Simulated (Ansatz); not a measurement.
`[NH2][GeH2][B](CF)[GaH][SeH]` at its PBE0-D4/def2-TZVP geometry, where that method's forces vanish. Charge 0, multiplicity 1.

```xyz
15

N     1.4033   -1.2173    1.9838
Ge   -0.1794   -1.1976    1.0170
B    -0.2802    0.4993   -0.1494
C     0.9151    1.4759   -0.0911
F     0.8140    2.5929   -0.9233
Ga   -1.8202    0.8827   -1.4783
Se   -1.6894   -0.2270   -3.5312
H     1.4284   -0.5414    2.7360
H     1.6155   -2.1227    2.3820
H    -0.1282   -2.4490    0.1183
H    -1.4464   -1.3249    1.9046
H     1.0628    1.8394    0.9377
H     1.8469    0.9467   -0.3421
H    -3.1102    1.7569   -1.3560
H    -0.4320   -0.9139   -3.2081
```

What forces (eV/Å) does r2SCAN-D4/def2-TZVPP give on these atoms in Ansatz 0.2.0? (An estimate is asked.)

Ansatz gave: 
```
N1   0.087  0.011 -0.061
Ge2 -0.094  0.015 -0.053
B3  -0.076 -0.027 -0.041
C4  -0.034 -0.339  0.207
F5  -0.013  0.327 -0.235
Ga6  0.002  0.031  0.076
Se7 -0.002  0.020  0.022
H8  -0.014  0.001  0.034
H9  -0.007 -0.016  0.037
H10  0.001  0.039  0.048
H11  0.022 -0.013 -0.026
H12  0.024  0.007  0.015
H13  0.023  0.009  0.007
H14  0.092 -0.072 -0.031
H15 -0.012  0.008  0.002
```
